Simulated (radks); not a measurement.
The numbers below are computed, except where a source is named.
Spherical quantum dot in the effective-mass picture: electrons in a hard-walled sphere of radius 3.28, all in effective atomic units (hartree* = m*/eps^2 hartree, bohr* = eps/m* bohr), one dielectric constant everywhere. Level of theory: non-relativistic Kohn-Sham, PBE, spin-polarised, spherical densities (a radial shooting solver with Libxc functionals). Levels are named by radial order and angular momentum (1s, 1p, 1d, 2s, ...), and open shells are averaged over m.

N = 28, configuration 1s2 1p6 1d10 1f(up 7, down 3). This is the lowest configuration that the search found. Occupied and some empty levels:

level    occupation  eigenvalue (hartree*)  <r> (bohr*)
1s up             1                 11.273        2.234
1s down           1                 11.318        2.225
1p up             3                 11.509        2.313
1p down           3                 11.557        2.308
1d up             5                 11.921        2.383
1d down           5                 11.971        2.380
1f up             7                 12.487        2.442
1f down           3                 12.539        2.440
2s up             0                 12.966        1.472
2s down           0                 12.984        1.473
1g up             0                 13.195        2.493
1g down           0                 13.249        2.491
2p up             0                 13.753        1.719
2p down           0                 13.776        1.718
2d up             0                 14.698        1.875
2d down           0                 14.725        1.873

Energy (hartree*): total 188.393, kinetic 51.234, external 0, Hartree 152.51, exchange-correlation -15.350.
